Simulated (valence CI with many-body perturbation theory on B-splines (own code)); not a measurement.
**Ce³⁵⁺: magnetic and hyperfine properties of the levels**

Computed by valence CI with perturbative core correlation (CI+MBPT): five valence electrons over a frozen Dirac-Fock core [Ar], radial functions for each j: 7 s, 7 p, 8 d, 6 f, 4 g, 1 h, with the one-electron correlation potential Σ1, the two-electron term Σ2, the three-electron term Σ3, Breit, model QED; selected CI, second order for the rest, scaled by the run's own slope (own B-spline code, finite nucleus).

The last digits are not significant, and no measured levels were compared; by estimate large intervals hold to a few tenths of a per cent, small ones and those within an open d or f shell to about a per cent. Only levels of the ground parity were solved; by the run's estimate the other parity begins above the list, which can be wrong where configurations are misplaced.

A/g_I is the dipole constant over the nuclear g factor μ/I (μ in nuclear magnetons, uniformly magnetised nucleus), B/Q the quadrupole constant per barn. Both hold the static response of the core; the bare values leave it out. Large factors of s and p1/2 electrons are usually good to 5 to 10 %; those of open d and f shells near neutrality can be off by tens of per cent, and small factors of p3/2, d and f electrons come from cancelling terms and can be off by a factor of two or in sign, in half-filled shells by more. B is blank for J = 1/2, where it vanishes, and for nearly pure S terms. Energies count from the lowest level.

Levels are named by their leading jj configuration (3d3/2^4 stands for four electrons in 3d with j = 3/2), which in mixed levels can hold well under half, so a name can repeat and another be missing. Letters in brackets count levels of one name in rising energy.

| Level | E (eV) | g | A/g_I (MHz) | A/g_I bare | B/Q (MHz/b) | B/Q bare |
| --- | --- | --- | --- | --- | --- | --- |
| (3d3/2^4 3d5/2) J=5/2 | 0.000 | 1.564 | 9190 | 10000 | 15600 | 15800 |
| (3d3/2^3 3d5/2^2) J=5/2 [a] | 14.771 | 1.245 | 11100 | 11500 | 16300 | 16600 |
| (3d3/2^3 3d5/2^2) J=7/2 [a] | 23.480 | 1.142 | 18000 | 18300 | 26600 | 27000 |
| (3d3/2^3 3d5/2^2) J=3/2 [a] | 24.265 | 1.255 | 20500 | 20900 | 22800 | 23100 |
| (3d3/2^3 3d5/2^2) J=11/2 | 24.688 | 1.141 | 21900 | 22200 | 222 | 192 |
| (3d3/2^3 3d5/2^2) J=9/2 | 27.509 | 1.149 | 19800 | 20100 | 26100 | 26500 |
| (3d3/2^3 3d5/2^2) J=5/2 [b] | 28.685 | 1.142 | 19400 | 19700 | 4930 | 5030 |
| (3d3/2^3 3d5/2^2) J=1/2 | 29.897 | 1.872 | -9990 | -8660 |  |  |
| (3d3/2^3 3d5/2^2) J=7/2 [b] | 33.539 | 1.121 | 22900 | 23200 | -22600 | -22900 |
| (3d3/2^2 3d5/2^3) J=5/2 [a] | 37.753 | 1.218 | 12100 | 12500 | 866 | 885 |
| (3d3/2^3 3d5/2^2) J=3/2 [b] | 40.922 | 0.803 | 37600 | 37400 | -22900 | -23200 |
| (3d3/2^2 3d5/2^3) J=7/2 [a] | 41.987 | 1.208 | 15800 | 16200 | -6390 | -6510 |
| (3d3/2^2 3d5/2^3) J=11/2 | 42.780 | 1.065 | 22300 | 22500 | 1250 | 1270 |
| (3d3/2^2 3d5/2^3) J=9/2 [a] | 44.514 | 1.143 | 19200 | 19400 | -4790 | -4880 |
| (3d3/2^2 3d5/2^3) J=1/2 [a] | 45.758 | 0.597 | 51700 | 51100 |  |  |
| (3d3/2^2 3d5/2^3) J=13/2 | 46.498 | 1.071 | 23500 | 23700 | -55.3 | -51.1 |
| (3d3/2^2 3d5/2^3) J=3/2 [a] | 46.938 | 1.188 | 18700 | 19000 | 2500 | 2530 |
| (3d3/2^2 3d5/2^3) J=5/2 [b] | 48.677 | 1.016 | 24900 | 25000 | -5420 | -5500 |
| (3d3/2^2 3d5/2^3) J=9/2 [b] | 52.498 | 1.101 | 21600 | 21800 | 1710 | 1740 |
| (3d3/2^2 3d5/2^3) J=7/2 [b] | 54.263 | 0.987 | 28500 | 28600 | -1030 | -1060 |
| (3d3/2^2 3d5/2^3) J=5/2 [c] | 55.227 | 1.034 | 24500 | 24600 | 6470 | 6570 |
| (3d3/2^2 3d5/2^3) J=3/2 [b] | 57.553 | 0.796 | 36000 | 35700 | 2710 | 2770 |
| (3d3/2^2 3d5/2^3) J=7/2 [c] | 59.661 | 1.053 | 25700 | 25800 | 4740 | 4820 |
| (3d3/2^2 3d5/2^3) J=1/2 [b] | 60.254 | 1.851 | -8810 | -7520 |  |  |
| (3d3/2 3d5/2^4) J=5/2 [a] | 63.101 | 1.215 | 11600 | 12000 | -16300 | -16600 |
| (3d3/2^2 3d5/2^3) J=9/2 [c] | 65.191 | 1.105 | 21400 | 21600 | 19400 | 19800 |
| (3d3/2 3d5/2^4) J=7/2 [a] | 69.090 | 1.190 | 16700 | 17100 | -37700 | -38300 |
| (3d3/2 3d5/2^4) J=11/2 | 70.580 | 1.063 | 23000 | 23100 | -1560 | -1550 |
| (3d3/2 3d5/2^4) J=3/2 [a] | 72.196 | 0.891 | 25000 | 24900 | -25100 | -25600 |
| (3d3/2 3d5/2^4) J=5/2 [b] | 75.323 | 1.122 | 19300 | 19500 | 20200 | 20500 |
| (3d3/2 3d5/2^4) J=9/2 | 77.364 | 1.108 | 20500 | 20700 | -42400 | -43100 |
| (3d3/2^2 3d5/2^3) J=3/2 [c] | 78.295 | 1.201 | 19100 | 19500 | -16800 | -17100 |
| (3d3/2^2 3d5/2^3) J=5/2 [d] | 80.551 | 1.111 | 19100 | 19300 | -3890 | -3940 |
| (3d3/2 3d5/2^4) J=7/2 [b] | 82.253 | 0.971 | 26400 | 26400 | 36300 | 36900 |
| (3d3/2 3d5/2^4) J=1/2 | 90.341 | 0.993 | -998 | -884 |  |  |
| (3d5/2^5) J=5/2 | 99.368 | 1.159 | 16500 | 16800 | -38700 | -39300 |
| (3d3/2 3d5/2^4) J=3/2 [b] | 99.908 | 0.887 | 36700 | 36500 | 36900 | 37500 |
